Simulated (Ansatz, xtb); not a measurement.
**Relative energy of two isomers of C2H9BO2**

We compare a, `C[C@H](O)[BH2-][OH2+]`, a singlet, with b, `OCC[BH2-][OH2+]`, a singlet. Both are isolated molecules in the gas phase, relaxed with PBE0-D4/def2-SVP; the shapes shown needn't be the lowest conformers.

a (Å):

```tsv
atom	x (Å)	y (Å)	z (Å)
C	0.1314	-1.3727	-1.2351
C	0.4038	0.0214	-0.7187
B	1.9466	0.5027	-0.8803
O	-0.3554	1.0109	-1.4687
O	1.7166	2.1206	-0.8602
H	-0.9262	-1.6689	-1.1220
H	0.4007	-1.4488	-2.2993
H	0.7407	-2.1037	-0.6809
H	2.4006	0.2613	-1.9940
H	2.6845	0.2156	0.0444
H	0.0843	0.0916	0.3399
H	-1.2861	0.9785	-1.2232
H	0.7631	2.0946	-1.1952
H	2.2605	2.5256	-1.5449
```

b (Å):

```yaml
atoms:
  - { symbol: C, position_ang: [0.9315, -0.7782, -0.7991] }
  - { symbol: C, position_ang: [0.5071, 0.3876, 0.0667] }
  - { symbol: B, position_ang: [0.4963, 0.0405, 1.6481] }
  - { symbol: O, position_ang: [0.0416, -1.8810, -0.5348] }
  - { symbol: O, position_ang: [-0.5915, -1.1834, 1.8188] }
  - { symbol: H, position_ang: [0.4103, -2.6938, -0.8954] }
  - { symbol: H, position_ang: [1.9649, -1.0754, -0.5451] }
  - { symbol: H, position_ang: [0.8934, -0.5530, -1.8811] }
  - { symbol: H, position_ang: [1.2226, 1.2125, -0.0934] }
  - { symbol: H, position_ang: [-0.4680, 0.7690, -0.2933] }
  - { symbol: H, position_ang: [0.0699, 0.9309, 2.3697] }
  - { symbol: H, position_ang: [1.5426, -0.4584, 2.0420] }
  - { symbol: H, position_ang: [-1.4765, -0.8018, 1.7686] }
  - { symbol: H, position_ang: [-0.4569, -1.6863, 0.9599] }
```

Quicker runs give these differences E(b) − E(a): GFN2-xTB −1.5 kcal/mol; HF/STO-3G −4.7 kcal/mol (at GFN2-xTB geometries); r2SCAN-D4/def2-SVP −2.5 kcal/mol (at GFN2-xTB geometries).

Question: Estimate E(b) − E(a) at the level CCSD(T)/def2-SVP + ΔMP2/def2-TZVPP.

Answer: Calculated at CCSD(T)/def2-SVP + ΔMP2/def2-TZVPP: E(b) − E(a) = −2.1 kcal/mol, so structure b lies lower.

The same difference at several levels:

```tsv
level	geometry	E(b) − E(a) (kcal/mol)	departure from the last row (kcal/mol)	job, with rough time for the two
GFN2-xTB	GFN2-xTB	−1.5	+0.6	optimisation, 0.38 s
HF/STO-3G	GFN2-xTB	−4.7	−2.6	single point, 0.26 s
r2SCAN-D4/def2-SVP	GFN2-xTB	−2.5	−0.4	single point, 2 s
PBE0-D4/def2-SVP	PBE0-D4/def2-SVP	−2.1	0.0	optimisation, 32 s
HF/def2-SVP	PBE0-D4/def2-SVP	−2.8	−0.7	part of the CCSD(T) run
MP2/def2-SVP	PBE0-D4/def2-SVP	−2.1	0.0	part of the CCSD(T) run
CCSD(T)/def2-SVP	PBE0-D4/def2-SVP	−2.0	+0.1	single point
CCSD(T)/def2-SVP + ΔMP2/def2-TZVPP	PBE0-D4/def2-SVP	−2.1		single point, 22 s
```

As drawn, both hold the same kinds of bond in the same numbers. Structure a has 1 methyl group, b 0.

The levels shown agree on the order. The largest departure from CCSD(T)/def2-SVP + ΔMP2/def2-TZVPP is that of HF/STO-3G, 2.6 kcal/mol. The last row adds to CCSD(T) the change of the MP2 difference between the two basis sets, here −0.1 kcal/mol.

With thermal terms from frequencies at re-optimised GFN2-xTB minima (ideal gas, soft modes damped towards free rotors, one conformer each, 298.15 K, 1 atm): on the last row, ΔE + ΔZPE = −1.6, ΔH = −1.9, ΔG = −1.3 kcal/mol.

The correlated steps freeze 5 core orbitals. Mirror images aren't counted in ΔG. Run with Ansatz 0.2.0, xtb 6.7.1; the last row on 2 threads of Intel(R) Xeon(R) 6975P-C (Granite Rapids) on a shared host.
